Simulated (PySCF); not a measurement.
Ligands exchanged one at a time, Ga Cl-SiH3. Isolated molecules, 0 K electronic values unless said otherwise. Strings in code marks are SMILES.

The HOMO from two functionals at the same geometries (ωB97X-D3(BJ)/def2-TZVP), both in PySCF: PBE-D3(BJ)/def2-TZVP and ωB97X-D3(BJ)/def2-TZVP. 

| species | PBE-D3(BJ)/def2-TZVP (eV) | ωB97X-D3(BJ)/def2-TZVP (eV) |
|---|---|---|
| 0 of 3 Cl replaced by SiH3 (`[Cl][Ga]([Cl])[Cl]`) | -8.01 | -11.97 |
| 1 of 3 Cl replaced by SiH3 (`[Cl][Ga]([SiH3])[Cl]`) | -7.25 | -10.73 |
| 2 of 3 Cl replaced by SiH3 (`[SiH3][Ga]([SiH3])[Cl]`) | -6.31 | -9.57 |
| 3 of 3 Cl replaced by SiH3 (`[SiH3][Ga]([SiH3])[SiH3]`) | -6.30 | -9.50 |

Over these rows, drawn at random from the members with no instability flagged (it was tested for open shells, ions and some series alone), PBE minus ωB97X-D3(BJ): mean +3.47 eV, from +3.20 eV to +3.96 eV.
